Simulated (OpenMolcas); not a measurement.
**Cu: effect of the active space**

| Item | Value |
| --- | --- |
| Program | OpenMolcas |
| Method | SS-CASPT2 or its RAS form, IPEA 0.25 Eh, imaginary shift 0.1 Eh |
| Basis | ANO-RCC-VDZP |
| Scalar Hamiltonian | DKH2, point nucleus |
| Spin-orbit coupling | state interaction with AMFI integrals over the reference wave functions, term energies averaged over their components |

A. 11 electrons in 6 orbitals (3d 4s); 2S+1 = 2 even, 6 roots; closed shells correlated: 3s 3p; CASPT2 step of the order of 1.1 core-seconds
B. 11 electrons in 9 orbitals (RAS2 3d 4s; RAS3 4p, at most 2 electrons); 2S+1 = 2 even, 6 roots; 2S+1 = 2 odd, 7 roots; 2S+1 = 4 odd, 15 roots kept (CI in the orbitals of an earlier block); closed shells correlated: 3s 3p; CASPT2 step of the order of 29 core-seconds

Energies in cm⁻¹ above 3d¹⁰ 4s ²S_1/2, the measured ground level; measured values from NIST Handbook of Basic Atomic Spectroscopic Data.

```tsv
Level	A	B	Measured
3d¹⁰ 4s ²S_1/2	0.0	0.0	0.0
3d⁹ 4s² ²D_5/2	14790	16460	11203
3d⁹ 4s² ²D_3/2	16820	18480	13245
```

Deviations, from unrounded energies. A percentage is the sum of absolute deviations over the sum of measured energies, with the sign that they share, or ± where signs differ.

```csv
Against measurement,Levels,A,B
mean absolute deviation (cm-1),2,3600,5200
other configurations (%),2,+29.3,+42.9
```

A lies closest to measurement on these levels. The largest miss of A in the table is 3d⁹ 4s² ²D_5/2, by +3600 cm-1. The ranking rests on the paired levels alone, and a cruder setting can come out closer through cancelling errors.

Between A and B the level of the table that moves most is 3d⁹ 4s² ²D_5/2, by 1700 cm-1 (lowest in A, highest in B). Moves below CASPT2's spread within the term are not significant.

Over all roots computed the reference weight is 0.85 to 0.90 in A, 0.80 to 0.93 in B; the roots of lowest weight are the least certain, and an intruder state may touch them. A single d shell beside an s shell can misplace configurations of different d count against each other. No level of 3d¹⁰ 4p was computed, though it lies in the active space (holds for B). Computed and measured levels are paired by configuration, term and J; levels that our copy of the source lacks, or whose pairing is in doubt (as where it misses far off the trend of its configuration), stay unpaired and out of the deviations. Levels of configurations outside the active space are missing. Levels that lie high or do not pair safely by name in every column are left out.
